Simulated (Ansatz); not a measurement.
```yaml
crystal:
  periodic: [false, false, false]
  atoms:
    - {symbol: O, position_ang: [-1.792379, 3.905696, 0.537809]}
    - {symbol: Si, position_ang: [-1.336293, 2.584128, 0.248295]}
    - {symbol: O, position_ang: [-2.310984, 1.644157, 1.588507]}
    - {symbol: O, position_ang: [-2.128841, 1.891654, -1.240653]}
    - {symbol: O, position_ang: [0.133018, 2.035719, -0.113182]}
    - {symbol: Sn, position_ang: [0.890035, 0.762718, 0.804407]}
    - {symbol: Cl, position_ang: [0.920865, 0.464242, 2.900584]}
    - {symbol: O, position_ang: [0.123145, -0.781348, 0.012538]}
    - {symbol: Si, position_ang: [-1.755782, -1.055239, -0.277516]}
    - {symbol: O, position_ang: [-2.062059, -0.853981, -1.598222]}
    - {symbol: O, position_ang: [-1.585247, -2.908687, -0.289059]}
    - {symbol: O, position_ang: [-2.609272, -1.146493, 1.038191]}
    - {symbol: O, position_ang: [2.772699, 0.664872, 0.116616]}
    - {symbol: Si, position_ang: [3.472760, -0.932493, -0.066412]}
    - {symbol: O, position_ang: [2.749165, -1.899818, -1.482713]}
    - {symbol: O, position_ang: [4.610371, -0.853562, -0.924620]}
    - {symbol: O, position_ang: [3.400797, -1.746533, 1.118922]}
    - {symbol: H, position_ang: [-1.367136, 4.950691, -0.077254]}
    - {symbol: H, position_ang: [-1.925098, 1.911578, 1.933361]}
    - {symbol: H, position_ang: [-2.413028, 0.842215, -1.359496]}
    - {symbol: H, position_ang: [-2.751616, -1.108583, -2.017590]}
    - {symbol: H, position_ang: [-2.001845, -3.531785, 0.386974]}
    - {symbol: H, position_ang: [-2.882436, -0.017069, 1.293344]}
    - {symbol: H, position_ang: [1.391040, -2.024684, -1.286971]}
    - {symbol: H, position_ang: [4.841952, -0.227962, -1.929682]}
    - {symbol: H, position_ang: [3.828300, -2.506828, 1.461934]}
basis:
  gaussian: {orbitals: def2-TZVPD}
total_charge: 1
magnetization: {spin_polarized: true, initial_magnetization: 7}
hamiltonian: {xc: {name: PBE0-DH}}
```

```sh
$ ansatz run in.yaml --threads 11 --pin off --events-out ev --progress --plain --max-ram 174080MiB --backend cuda --devices 0, --max-vram 75GiB
```

Shortened log:

```
Functional definition: PBE0-DH
5206 factors; integrals over basis functions are off by at most 1.1e-3 eV
mean field evaluation 1: about -66542.6594 eV, gradient 1.3e2 eV
mean field evaluation 2: about -66543.0334 eV, gradient 1.3e2 eV
mean field evaluation 4: about -66567.2516 eV, gradient 1.0e2 eV
mean field evaluation 8: about -66614.6052 eV, gradient 2.5e1 eV
mean field evaluation 16: about -66619.8112 eV, gradient 8.6e-1 eV
mean field evaluation 32: about -66619.8936 eV, gradient 1.2e-1 eV
mean field evaluation 64: about -66619.7302 eV, gradient 1.3e0 eV
mean field -66619.89948693 eV, -2448.2361495549 hartree, gradient 2.7e-6 eV, S^2 15.782825; 7 other end points of the search recorded, 0 dependent functions left out
36 core orbitals not correlated: weight in the atoms' cores, before any rotation towards them, 1.000 or more for the frozen orbitals, at most 0.000 for the correlated occupied ones
reference -66619.89955088 eV, -2448.2361519050 hartree; 60, 53 occupied and 696, 703 virtual orbitals, 5206 factors
second order -118.02065501 eV of doubles, -0.00000000 eV of singles
Total energy: -66634.65213276 eV, -2448.7782992893 hartree
```

Something in this input is off. What?

The spin is set far too high for this molecule. The calculation finished and met its thresholds. The result belongs to that input, not to the molecule as meant.
